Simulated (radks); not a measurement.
Task: These are the eigenvalues of the occupied orbitals of an atom or ion with whole-number occupations (eV). Calculated with a radial shooting solver on a logarithmic mesh with Libxc functionals: scalar-relativistic Kohn-Sham, exchange-only LDA, spin-polarised, spherical densities, point nucleus.

| orbital | eigenvalue |
|---|---|
| 1s up | -59370.05 |
| 1s down | -59369.82 |
| 2s up | -10126.22 |
| 2s down | -10126.01 |
| 2p up | -8959.471 |
| 2p down | -8959.235 |
| 3s up | -2377.115 |
| 3s down | -2375.354 |
| 3p up | -2023.853 |
| 3p down | -2022.081 |
| 3d up | -1586.762 |
| 3d down | -1585.350 |
| 4s up | -572.8696 |
| 4s down | -569.3507 |
| 4p up | -456.4371 |
| 4p down | -452.9317 |
| 4d up | -301.6949 |
| 4d down | -298.1419 |
| 5s up | -170.9512 |
| 5s down | -166.4666 |
| 5p up | -139.0268 |
| 4f up | -130.5690 |
| 4f down | -126.7277 |

Which element is it, and in what charge state? The configuration may be excited. Open shells, if any, are filled with parallel spins first.

Result: Z = 69, thulium, charge +8: Tm8+ in [Kr] 4d10 4f11 5s2 5p2. The list shows which subshells hold electrons but not how many an open one holds; the 1s level, -2181.8 hartree, gives Z - s = 66.1 by -(Z - s)^2/2, which with screening and relativity narrows Z to a few neighbours, and the depths of the outer levels then fix element, charge and occupations together.
